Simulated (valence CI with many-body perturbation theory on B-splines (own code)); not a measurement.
The numbers below are computed, except where a source is named.
## Cu¹³⁺: configurations and terms from energies and g

Level of theory: valence CI with perturbative core correlation (CI+MBPT): six valence electrons over a frozen Dirac-Fock core [Ne], radial functions for each j: 9 s, 9 p, 8 d, 6 f, 3 g, 1 h, with the one-electron correlation potential Σ1 (screened to all orders), the two-electron term Σ2, the three-electron term Σ3, Breit, model QED; selected single and double excitations, second order for the rest, scaled by the run's own slope (own B-spline code, finite nucleus).

No measured spectrum was set against this ion. As an estimate, levels of excited configurations hold to 0.05 to 0.15 % of their energy, terms of the ground configuration to about 0.5 %. Among the levels kept, up to 1500 cm⁻¹ of a level comes from second order outside the variational space, and about a tenth of that is noise between levels of different J, which matters for small intervals.

```
No.  J  Parity  E (cm⁻¹)      g
  1  2    even         0  1.462
  3  1    even     23884  1.500
  4  2    even     52716  1.037
  6  2     odd    354390  1.500
  7  1     odd    370900  1.486
 11  1     odd    478520  1.491
 12  2     odd    478640  1.474
 13  3     odd    479030  1.476
 14  4     odd    481390  1.487
 16  3     odd    513390  1.305
 17  1     odd    516240  0.514
 20  3     odd    526250  1.113
 21  4     odd    533910  1.236
 22  3     odd    550840  0.795
```

Energies count from the lowest level. Strongly mixed levels and levels close to another of their J and parity, and those with J = 0 are left out, so the numbers can have gaps.

Q: Give configuration and LS term of each level.

A: 1: 3s2 3p4 3P; 3: 3s2 3p4 3P; 4: 3s2 3p4 1D; 6: 3s 3p5 3P°; 7: 3s 3p5 3P°; 11: 3s2 3p3 3d 5D°; 12: 3s2 3p3 3d 5D°; 13: 3s2 3p3 3d 5D°; 14: 3s2 3p3 3d 5D°; 16: 3s2 3p3 3d 3D°; 17: 3s2 3p3 3d 3D°; 20: 3s2 3p3 3d 3F°; 21: 3s2 3p3 3d 3F°; 22: 3s2 3p3 3d 3G°.
